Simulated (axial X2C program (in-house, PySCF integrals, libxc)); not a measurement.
Working with the constants of InC

A bond curve at the CCSD(T) level, 2c, was computed with an axial X2C code built on PySCF integrals (basis In dyall-cv3z [11s12p9d4f1g], C dyall-v3z [7s6p2d1f] (cores contracted in-house)) for the state Ω = 3/2 (⟨Sz⟩ = 1.50, ⟨Lz⟩ = 0.00 at HF). Its fit gives Re = 2.2334 Å, ωe = 476.5 cm⁻¹, ωexe = 2.74 cm⁻¹ and αe = 2.615e-03 cm⁻¹; the masses are 114.9039 and 12.0000 u. Two-component means X2C with spin–orbit coupling and atomic mean-field Coulomb and Gaunt terms.

Correlated methods: 7 electrons correlated (number of frozen shells: In 4 s, 3 p, 2 d; C 1 s), 234 virtual spin orbitals or spinors in MP2, 90 natural virtuals in coupled cluster.

(1) Find the reduced mass, Be and the force constant.

(2) Estimate De from a Morse curve and compare with the computed well depth of 2.526 eV to In + C.

(3) Where do the fundamental and the first overtone lie?

(4) Estimate the centrifugal constant by the Kratzer relation.

(5) A Morse curve ties αe to the other constants (Pekeris). How well does that hold?

The state is a single determinant with fixed occupations, the lowest that a limited PBE0 search found. Dissociation energies refer to the lowest single-determinant-based atoms at the same level and basis. CCSD and (T) use frozen natural virtuals with an MP2 correction for the truncation; (T) itself is uncorrected, so its De runs slightly low. A 2c atom that is not at its ground J level misses part of its spin–orbit lowering, and De is too large by that part (0.04 eV or less for light atoms). This holds for CCSD(T). With several unpaired electrons one determinant need not be a pure state. This is the top spin component of a Σ state; components of lower Ω are not single determinants and can lie lower. With the outer-core shells frozen, correlated bond lengths of heavy atoms tend to come out a few hundredths of an ångström too long.

## Answers

(1) From the CCSD(T) values: μ = 10.8653 u. Be = 16.8576/(μ Re²) = 0.311 cm⁻¹. k = 5.8918×10⁻⁷ μ ωe² = 1.45 mdyn/Å.

(2) De(Morse) = ωe²/(4ωexe) = 2.569 eV against 2.526 eV computed, a ratio of 1.02. For De the Morse form works well here.

(3) ν(1←0) = ωe − 2ωexe = 471.0 cm⁻¹; ν(2←0) = 2ωe − 6ωexe = 936.6 cm⁻¹.

(4) D = 4Be³/ωe² = 5.30e-07 cm⁻¹.

(5) αe(Morse) = 6Be²/ωe × (√(ωexe/Be) − 1) = 2.397e-03 cm⁻¹; the CCSD(T) curve gives 2.615e-03 cm⁻¹, a ratio of 0.92.
